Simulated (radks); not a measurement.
Question: Species: Nd12+. Configuration: [Kr] 4d10 5s2. Method: scalar-relativistic Kohn-Sham, BLYP, spin-unpolarised, spherical densities, point nucleus; computed with a radial shooting solver on a logarithmic mesh with Libxc functionals. Some entries of the table are withheld. Estimate them.

orbital,occ.,eigenvalue (hartree),<r> (bohr),r(max) (bohr)
1s,2,(1),0.02363,0.01510
2s,2,-266.3197,0.1010,0.08550
2p,6,-238.9515,(2),0.06892
3s,2,(3),0.2662,0.2438
3p,6,(4),0.2644,0.2387
3d,10,-43.74030,(5),0.1961
4s,2,-19.13604,(6),0.5608
4p,6,-16.25015,0.6275,0.5834
4d,10,-12.13136,0.6714,0.6052
5s,2,-7.97963,1.224,1.181

Answer: 
(1) 1s eigenvalue (hartree): -1603.544
(2) 2p <r> (bohr): 0.08880
(3) 3s eigenvalue (hartree): -64.34517
(4) 3p eigenvalue (hartree): -55.71532
(5) 3d <r> (bohr): 0.2416
(6) 4s <r> (bohr): 0.5972
